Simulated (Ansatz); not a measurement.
```xyz
7

N    -0.308   -1.040   -0.584
W     0.166    0.571    0.334
S     2.262    0.831    0.153
S    -0.883    2.172   -0.578
Cl   -0.405    0.423    2.520
H    -1.169   -1.157   -1.097
H     0.337   -1.800   -0.747
```

The species carries charge 0 and has multiplicity 1. W: def2 effective core potential.

(1) List the PBE/def2-TZVPP orbital energies in eV (the Gaussian-basis code of Ansatz). (Estimate.)

Answers

(1) The calculation gave: Occupied: -2739.31, -2395.74, -2395.74, -381.64, -249.87, -208.71, -208.71, -190.52, -190.43, -190.42, -154.78, -154.78, -154.76, -154.76, -154.72, -154.72, -78.96, -43.35, -43.27, -43.20, -21.96, -20.40, -17.05, -16.66, -13.41, -11.45, -10.08, -9.17, -9.08, -8.70, -8.22, -8.07, -7.53, -7.30, -6.87, -6.24. Lowest empty: -3.52, -3.18, -2.31, -2.28, -1.85, -0.60, 0.99, 1.37.
